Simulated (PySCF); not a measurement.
The complex [NbCl6]2- (charge -2) contains Nb(IV), shell d1. The structure is a PBE0-D3(BJ)/def2-SVP, IEF-PCM water geometry optimised for multiplicity 2; coordination octahedral, point group D2h, metal–donor distances 2.42–2.44 Å.

The d shell alone is too small an active space for [NbCl6]2- (an active orbital has only 0.63 squared overlap with the free ion's shell): its levels, fitted parameters, g values and moments show what this model gives and aren't sound predictions.

```
7

Nb    0.0000    0.0000    0.0000
Cl    0.0000    0.0000    2.4453
Cl    0.0000    0.0000   -2.4453
Cl    2.4236   -0.0256    0.0000
Cl   -2.4236    0.0256    0.0000
Cl   -0.0256    2.4236    0.0000
Cl    0.0256   -2.4236    0.0000
```

Method (PySCF 2.14, density fitting): CASSCF(1,5) with orbitals averaged over all microstates of the shell, strongly contracted NEVPT2 on the averaged canonical orbitals; basis x2c-TZVPall; spin-free X2C; IEF-PCM water; spin-orbit coupling by state interaction with the mean-field operator over all roots.

(1) What is the ground state?

(2) Where do the spin-allowed transitions within the shell lie?

(3) What ligand-field parameters describe the result?

(4) What are the magnetic parameters?

No frequencies were computed for the optimised geometry. Charge-transfer states lie outside this active space and may come lower than some of these levels. 2B3g (from 2T2g) (125 cm⁻¹), 2Ag (from 2T2g) (224 cm⁻¹) lie within 300 cm⁻¹ of 2B2g (from 2T2g) at NEVPT2 level, inside the method's error: they are parts of one split term, whose order is undecided, and g values and low-temperature moments can hang on it. NEVPT2 on the d shell alone tends to put d–d bands too high for such charged or covalently bound ions.

The job took 43 s on one thread of Arm Neoverse V2 (shared host), with 285 basis functions and a peak of 1.2 GiB, launched as `OMP_NUM_THREADS=1 python lf_run.py task.json out`.

Results:

(1) 2B2g (from 2T2g) (S = 1/2, orbital degeneracy 1), with 1.0 electrons in the lower (t2g-type) set and 0.0 in the upper (eg-type) set, by NEVPT2; the next part of the same split term lies only 125 cm⁻¹ higher, which doesn't decide their order.

(2) By NEVPT2: 2B3g (from 2T2g) at 125 cm⁻¹; 2Ag (from 2T2g) at 224 cm⁻¹; 2Ag (from 2Eg) at 23899 cm⁻¹ (418 nm); 2B1g (from 2Eg) at 24714 cm⁻¹ (405 nm). All are electric-dipole forbidden at this geometry.

(3) At NEVPT2 level: orbital energies 0, 125, 224, 23899, 24714 cm⁻¹; 10Dq = 24190 cm⁻¹ (difference of the means of the two sets); ζ = 543 cm⁻¹ (free ion 721).

(4) Degenerate or low-lying orbital states mix with the ground state, so no spin-only Hamiltonian applies. The lowest spin-orbit level is 2-fold, effective g = 0.21, 0.29, 0.47; the next lies at 139.0 cm⁻¹. μeff is 1.16 μB at 300 K and 0.36 μB at 10 K; the spin-only value is 1.73 μB.
